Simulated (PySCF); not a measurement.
C2H9BN2O, SMILES C(NB(N)O)C.

Geometry: PBE0-D3(BJ)/def2-SVP. The structure was generated by enumeration, and PubChem lists no compound with its InChIKey, so it may never have been made. Other conformers were not sampled.

These are PySCF with CAM-B3LYP/def2-TZVP values and carry that method's errors.

Gas-phase values at a fixed geometry.

| Quantity | Value |
|---|---|
| total energy | -291.32862 hartree |
| highest occupied level | -7.97 eV |
| lowest empty level | 1.48 eV |
| orbital gap | 9.46 eV |
| dipole moment | 1.70 D |
| quadrupole, principal values (traceless, Buckingham form, about the centre of nuclear charge) | -6.02, -5.25, 11.27 D·Å |
| mean static polarisability | 57.5 bohr³ (8.52 Å³) |
| polarisability, principal values | 48.7, 58.2, 65.6 bohr³ |
